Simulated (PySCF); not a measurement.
Nonlinear optical response: SMILES c1nnc2nsnc2n1, C$_{3}$HN$_{5}$S

Geometry (Å), atoms numbered from 1 in this order:
```xyz
10

C    -1.359   -0.125   -1.129
N    -1.206    1.217   -0.864
N    -0.286    1.624   -0.068
C     0.505    0.666    0.479
N     1.508    0.909    1.324
S     2.130   -0.542    1.680
N     1.185   -1.526    0.804
C     0.318   -0.728    0.179
N    -0.658   -1.122   -0.660
H    -2.178   -0.346   -1.821
```

Computed, not measured: PySCF, quadratic response CAM-B3LYP/aug-cc-pVDZ first hyperpolarisability, Taylor convention, gas phase. Geometry: PBE0-D3(BJ)/def2-SVP.

Problem. What is the first hyperpolarisability, and how does it disperse?

Solution. In au, Taylor convention; the vector part is βᵢ = ⅓ Σⱼ (βᵢⱼⱼ + βⱼᵢⱼ + βⱼⱼᵢ); β∥ is 3/5 of the vector part along the dipole, the dipole points from − to +:
| process | λ (nm) | β vector norm | β∥ | β HRS | depolarisation ratio |
| --- | --- | --- | --- | --- | --- |
| static β(0;0,0) | ∞ | 27.6 | 13.5 | 20.8 | 2.04 |
| second harmonic β(−2ω;ω,ω) | 1907 | 29.4 | 13.2 | 24.5 | 1.86 |
| Pockels β(−ω;ω,0) | 1907 | 28.3 | 13.6 | – | – |
| Pockels β(−ω;ω,0) | 1064 | 29.5 | 13.1 | – | – |

Second harmonics within 0.3 eV of the first excitation or beyond it are left out.

Problem. Which lowest excitations, dipole and polarisabilities go with it?

Solution. S1 2.27 eV (f = 0.002); S2 4.38 eV (f = 0.000); S3 4.44 eV (f = 0.194); dipole 1.69 D; isotropic α 86.8 au static, 87.3 au at 1907 nm, 88.4 au at 1064 nm, 88.8 au at 953.5 nm.
